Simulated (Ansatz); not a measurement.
Relaxation of C$_{2}$H$_{7}$AlGeO (12 atoms, charge 0, multiplicity 1), to a largest force component of 0.015 eV/Å in at most 40 steps.

The calculation used RHF/def2-SVP in Ansatz.

```xyz
12
Properties=species:S:1:pos:R:3:forces:R:3
C -1.676 0.537 -0.627 -2.20 3.41 -0.32
Ge -0.032 -0.370 -0.626 -0.02 -0.81 0.92
C 0.653 -0.574 -2.413 1.64 -1.39 -2.45
O 0.430 -2.002 -2.795 -1.12 0.90 2.57
Al -0.224 -2.658 -1.196 2.14 -0.12 -1.34
H -2.554 -0.129 -0.525 0.58 0.42 -0.04
H -1.722 1.310 0.204 -0.14 -0.96 -0.97
H -1.797 1.141 -1.607 0.10 -1.05 1.61
H 0.997 0.023 0.403 0.25 0.42 0.34
H 1.768 -0.426 -2.457 -1.15 0.17 -0.08
H 0.162 0.106 -3.147 0.42 -0.60 0.39
H 0.273 -3.922 -0.360 -0.50 -0.41 -0.62
```

Where does it end, and by what steps?

It converged. After 15 steps the energy has fallen by 1.313 eV; H8 moved furthest, 0.95 Å.

```csv
step,energy less start (eV),largest force component (eV/Å),accepted
0,0.0000,3.409,yes
1,-0.8238,1.784,yes
2,-1.1315,0.908,yes
3,-1.2284,0.679,yes
4,-1.2698,0.242,yes
5,-1.2937,0.104,yes
6,-1.3074,0.076,yes
7,-1.2809,0.441,no
8,-1.3094,0.166,yes
9,-1.3108,0.102,yes
10,-1.3098,0.149,no
11,-1.3123,0.035,yes
12,-1.3126,0.029,yes
13,-1.3127,0.015,yes
14,-1.3127,0.018,no
15,-1.3127,0.004,yes
```

```xyz
12
Properties=species:S:1:pos:R:3
C -1.728 0.708 -0.569
Ge -0.034 -0.295 -0.633
C 0.645 -0.729 -2.496
O 0.702 -2.147 -2.494
Al 0.171 -2.737 -0.970
H -2.476 0.247 -1.215
H -2.120 0.730 0.449
H -1.574 1.737 -0.897
H 1.011 0.462 0.210
H 1.633 -0.310 -2.698
H -0.029 -0.378 -3.281
H 0.075 -4.250 -0.551
```

Whether the end is a true minimum wasn't checked by a vibrational analysis.

The run took 45 s on 2 threads of Arm Neoverse V1, on a shared host, peak memory 0.32 GiB.
